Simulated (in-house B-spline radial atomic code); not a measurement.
Configurations of the gallium ion Ga³⁺, with energies counted from [Ar] 3d10. All numbers are computed (non-relativistic SCAN, spin-polarised, spherical fractional occupations; point nucleus) with an all-electron radial atomic-structure program (B-spline basis), not measured. Shells without spins written out take the highest spin.

Occupations are held fixed; configurations that lie above the ionisation limit could autoionise.

```
                                  configuration  E - E(ref) (eV)  highest orbital  its <r> (bohr)
                                   [Ar] 3d9 4s1           19.511            4s up           1.906
                          [Ne] 3s2 3p5 3d10 4s1           100.92            4s up           1.903
[Ne] 3s2 3p(3 up, 2 down) 3d10 4s(0 up, 1 down)           101.01          4s down           1.907
                          [Ne] 3s2 3p5 3d10 4p1           110.83            4p up           2.188
                          [Ne] 3s2 3p5 3d10 4d1           123.93            4d up           3.023
                          [Ne] 3s2 3p5 3d10 4f1           132.19            4f up           4.411
```

Order these further configurations by energy, lowest first.
A. [Ar] 3d9 4f1
B. [Ar] 3d(5 up, 4 down) 4d(0 up, 1 down)
C. [Ar] 3d(4 up, 5 down) 4s(1 up, 0 down)
D. [Ar] 3d9 4p1
E. [Ar] 3d(4 up, 5 down) 4f(1 up, 0 down)

C (19.815 eV), D (29.395 eV), B (42.557 eV), A (50.674 eV), E (50.688 eV).

How far above the reference does [Ar] 3d9 4d1 lie?

42.447 eV; its least bound orbital is 4d up with <r> = 3.028 bohr.
